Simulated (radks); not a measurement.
The numbers below are computed, except where a source is named.
The holmium ion Ho32+, 35 electrons, occupied as [Ar] 3d10 4s2 4p5. Level of theory: Dirac Kohn-Sham, PBE, spin-unpolarised, spherical densities, point nucleus; open shells are shared between the two j in proportion to 2j + 1 (a radial shooting solver on a logarithmic mesh with Libxc functionals).

Normalised radial functions P(r) = r R(r) (large component), r in bohr:

```
   r/bohr * 3p3/2, o 3d3/2, + 4p3/2 (the largest magnitude, 2.29, reaches the edge; | marks zero, & curves that meet)
  0.00282                             &
 0.003613                             &*
 0.004593                             &*
 0.005839                             o&
 0.007423                             o+*
 0.009513                             o +*
  0.01209                             o + *
  0.01537                             o  +  *
  0.01954                             |o   +  *
  0.02504                             | o   +    *
  0.03184                             |  o   +      *
  0.04047                             |    o  +       *
  0.05145                             |       &       *
  0.06593                             |     +     o*
  0.08382                             | +   *         o
   0.1066                         &   |                     o
   0.1355             *     +         |                         o
   0.1736    *            +           |                          o
   0.2207  *                  +       |                       o
   0.2805       *                     | +               o
   0.3566               *             |          o  +
    0.457                       *     |    o              +
   0.5809                           * |o               +
   0.7385                             &        +
   0.9388                             &  +
    1.203                             &+
    1.529                             &
```

3p3/2: eigenvalue -2888.8 eV, 1 radial node at r = 0.0976 bohr, <r> = 0.229 bohr, 90 % of the charge inside 0.342 bohr. 3d3/2: eigenvalue -2564.8 eV, 0 radial nodes, <r> = 0.202 bohr, 90 % of the charge inside 0.313 bohr. 4p3/2: eigenvalue -1326.4 eV, 2 radial nodes at r = 0.0918, 0.270 bohr, <r> = 0.485 bohr, 90 % of the charge inside 0.692 bohr.
